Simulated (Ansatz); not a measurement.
Species: BO2, net charge 0, doublet state. It need not be the lowest isomer of its formula. 
Coordinates optimised at B3LYP-D3(BJ)/def2-TZVP (Ansatz, a first-principles code):
```xyz
3

O      0.0000     0.0000    -1.2612
B      0.0000     0.0000     0.0000
O      0.0000     0.0000     1.2612
```
Charge 0, spin multiplicity 2.

Parts of the frozen-core correlation energy in cc-pVDZ (Ansatz, hartree). Frozen orbitals: 3; correlated occupied orbitals by spin: 8 and 7; virtual: 31 and 32. Open shells are spin-unrestricted. Spin-orbit coupling is left out. Non-relativistic.

```
term                            value
-------------------------  ----------
reference (HF)             -174.44255
MP2 opposite-spin            -0.28285
MP2 same-spin                -0.10970
CCSD correlation             -0.42129
(T)                          -0.01325
CCSDT minus CCSD(T)          -0.00148
T1 diagnostic                   0.038
largest doubles amplitude       0.106
<S^2> of the reference          0.938
```
